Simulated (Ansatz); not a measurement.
Gas-phase electronic energies from Ansatz, PBE0-D4/def2-TZVP geometries. CCSD(T)/CBS is the MP2 limit (def2-TZVPP, def2-QZVPP) plus CCSD(T) − MP2 in def2-TZVPP, frozen cores. DFT in def2-TZVPP. B3LYP here is the variant with VWN-RPA as its local correlation; programs differ in this. Each species was taken in one conformer, which may not be the lowest.

`FB[SiH]1C[SiH2]1` + `FC(F)(F)OBCl` → `FBOC(F)(F)F` + `ClB[SiH]1C[SiH2]1`  (redistribution)

`FB[SiH]1C[SiH2]1`:

Cartesian coordinates in Å:
```
F -0.174 -1.271 2.318
B 0.275 -1.799 1.187
Si 0.042 -0.778 -0.509
C -1.050 0.789 -0.471
Si 0.727 1.387 -0.368
H 0.862 -2.843 1.272
H 0.162 -1.466 -1.817
H -1.677 0.902 0.410
H -1.590 1.016 -1.387
H 1.173 1.962 0.921
H 1.250 2.101 -1.555
```

`FC(F)(F)OBCl`:

Cartesian coordinates in Å:
```
F 0.017 0.675 1.640
C 0.805 0.337 0.622
F 1.950 -0.106 1.105
F 1.041 1.433 -0.094
O 0.249 -0.642 -0.134
B -0.949 -0.461 -0.762
Cl -1.552 -1.789 -1.700
H -1.560 0.554 -0.677
```

`FBOC(F)(F)F`:

Cartesian coordinates in Å:
```
F 2.341 0.126 1.003
B 1.215 0.430 0.403
O 0.298 -0.583 0.321
C -0.905 -0.411 -0.270
F -1.575 -1.546 -0.203
F -1.618 0.538 0.334
F -0.777 -0.070 -1.552
H 1.021 1.518 -0.035
```

`ClB[SiH]1C[SiH2]1`:

Cartesian coordinates in Å:
```
Cl 1.557 -1.362 1.900
B 1.937 -0.780 0.293
Si 0.688 0.453 -0.582
C -0.798 1.053 0.448
Si -1.403 -0.460 -0.480
H 2.909 -1.236 -0.227
H 1.053 1.254 -1.775
H -1.229 2.004 0.145
H -0.674 0.981 1.526
H -2.395 -0.215 -1.551
H -1.644 -1.693 0.301
```

```
             level  ΔE (kJ/mol)  difference from CCSD(T)/CBS
          B3LYP-D4        -24.9                          1.8
           ωB97M-V        -24.2                          2.5
               PBE        -22.3                          4.4
            r2SCAN        -26.2                          0.5
              PBE0        -23.7                          3.0
             B3LYP        -20.2                          6.5
    MP2/def2-TZVPP        -28.2                         -1.5
SCS-MP2/def2-TZVPP        -25.0                          1.7
     HF/def2-QZVPP        -19.4                          7.3
     MP2/CBS(def2)        -29.6                         -2.9
       CCSD(T)/CBS        -26.7                            0
```

Largest T1 diagnostic among the species: 0.015.

The D4 term adds −4.7 kJ/mol with B3LYP and −2.5 kJ/mol with PBE0; it sums over pairs of atoms, weighted by their polarisabilities, and B3LYP, whose exchange is more repulsive, gets the larger term. In def2-TZVPP, CCSD(T) changes the Hartree–Fock value by −6.0 kJ/mol (the triples alone add −1.4 kJ/mol) and MP2 by −8.8 kJ/mol.

CCSD(T)/CBS has its own doubt, a few kJ/mol and more with outer-core shells, so smaller differences from it don't rank the levels.
